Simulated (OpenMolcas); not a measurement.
**Co III: effect of the IPEA shift**

```
Program             : OpenMolcas 26.06
Basis               : ANO-RCC-VTZP [6s5p3d2f1g]
Scalar Hamiltonian  : DKH2, point nucleus
Active space        : 7 electrons in 6 orbitals (3d 4s)
State averaging     : 2S+1 = 6 even, 5 roots; 2S+1 = 4 even, 60 roots (50 in the spin-orbit step); 2S+1 = 2 even, 110 roots
Spin-orbit coupling : RASSI with atomic mean-field integrals over the reference wave functions, term energies averaged over their components
```

Methods on the same reference wave functions:
A. CASSCF
B. MS-CASPT2, IPEA 0 Eh, imaginary shift 0.1 Eh (closed shells correlated: 3s 3p)
C. MS-CASPT2, IPEA 0.25 Eh, imaginary shift 0.1 Eh (closed shells correlated: 3s 3p)

Energies in cm⁻¹ above 3d⁷ ⁴F_9/2, the measured ground level; measured values from Sugar and Corliss, J. Phys. Chem. Ref. Data 10, 1097 (1981).

| Level | A | B | C | Measured |
| --- | --- | --- | --- | --- |
| 3d⁷ ⁴F_9/2 | 0.0 | 0.0 | 0.0 | 0.0 |
| 3d⁷ ⁴F_7/2 | 947 | 940 | 939 | 841 |
| 3d⁷ ⁴F_5/2 | 1631 | 1620 | 1619 | 1451 |
| 3d⁷ ⁴F_3/2 | 2094 | 2080 | 2080 | 1867 |
| 3d⁷ ²G_9/2 | 13204 | 15370 | 15870 | 16978 |
| 3d⁷ ²G_7/2 | 14057 | 16230 | 16740 | 17766 |
| 3d⁷ ²P_3/2 [71 %] | 18856 | 18280 | 18880 |  |
| 3d⁷ ²H_11/2 | 19752 | 21480 | 21940 | 22720 |
| 3d⁷ ²P_1/2 [71 %] | 19968 | 18960 | 19580 |  |
| 3d⁷ ⁴P_5/2 | 20189 | 14790 | 15170 |  |
| 3d⁷ ²H_9/2 | 20521 | 22260 | 22720 | 23434 |
| 3d⁷ ⁴P_3/2 [71 %] | 21263 | 14910 | 15310 |  |
| 3d⁷ ⁴P_1/2 [71 %] | 21590 | 15470 | 15860 |  |
| 3d⁷ ²D_5/2(1) | 22050 | 21480 | 22070 | 23059 |
| 3d⁷ ²D_3/2(1) | 23423 | 22740 | 23330 | 24237 |
| 3d⁶ 4s ⁶D_9/2 | 26126 | 48740 | 48860 | 46438 |
| 3d⁶ 4s ⁶D_7/2 | 26696 | 49310 | 49430 | 47003 |
| 3d⁶ 4s ⁶D_5/2 | 27122 | 49730 | 49860 | 47415 |
| 3d⁶ 4s ⁶D_3/2 | 27420 | 50020 | 50150 | 47699 |
| 3d⁶ 4s ⁶D_1/2 | 27596 | 50200 | 50330 | 47865 |
| 3d⁶ 4s ⁴D_7/2(1) | 37562 | 54080 | 54580 |  |
| 3d⁶ 4s ⁴D_5/2(1) | 38205 | 54720 | 55230 |  |
| 3d⁶ 4s ⁴D_3/2(1) | 38642 | 55150 | 55650 |  |
| 3d⁶ 4s ⁴D_1/2(1) | 38897 | 55390 | 55900 |  |

Deviations, from unrounded energies. A percentage is the sum of absolute deviations over the sum of measured energies, with the sign that they share, or ± where signs differ.

```tsv
Against measurement	Levels	A	B	C
mean absolute deviation (cm-1)	14	8400	1500	1300
fine structure of the ground term (%)	3	+12.3	+11.6	+11.6
other terms of the ground configuration (%)	6	-11.8	-6.7	-4.3
other configurations (%)	5	-42.9	+4.9	+5.2
```

C lies closest to measurement on these levels and A furthest from it. The largest miss of C in the table is 3d⁶ 4s ⁶D_1/2, by +2500 cm-1. The ranking rests on the paired levels alone, and a cruder setting can come out closer through cancelling errors.

Between B and C the level of the table that moves most is 3d⁷ ²P_1/2 [71 %], by 620 cm-1 (lowest in B, highest in C). Moves below CASPT2's spread within the term are not significant.

The mean deviations of B to C differ by less than CASPT2's widest spread within a term (1900 cm-1), so their order carries little weight.

From A to B the spin-free energies of the other terms of 3d⁷ shown, above ⁴F, scale by factors of 0.72 to 1.17.

The lowest spin-free term lies below A's lowest term by 0.543 hartree in B, 0.534 hartree in C.

CASPT2 breaks the degeneracy within a term, and the mean is taken; among the terms shown or strongly mixed into the levels shown the widest spread is 1900 cm-1 (3d⁷ ⁴F, B). Some high roots are left out of the spin-orbit mixing, which shifts the levels that they would mix with. A single d shell beside an s shell can misplace configurations of different d count against each other. Without dynamic correlation excited terms often stand tens of per cent too high (terms of higher spin than the ground term too low), and those without a measured partner can miss by more than the paired ones (holds for A). Blocks of more than 70 roots (2S+1 = 2 even) ran without multistate coupling (holds for B; C). Some levels mix across a computed gap that differs much from the measured one, so their mixing is not that of the real levels (holds for B; C). The CASPT2 spread within a term exceeds the gap to the next term for 3d⁷ ²H and 3d⁷ ²D(1), so the order of their levels is uncertain (holds for B). Measured partners are found by configuration, term and J. A level has none where our copy of the source lacks it or the pairing is in doubt (some pairs that miss far off the trend of their configuration count as doubtful), and it then counts in no deviation. Levels of configurations outside the active space are missing. Levels that lie high or do not pair safely by name in every column are left out.

A share in square brackets marks a mixed level and gives the weight of the term that names it, the lowest over the columns. A number in round brackets counts repeated terms of one configuration in the order of the reference energies.
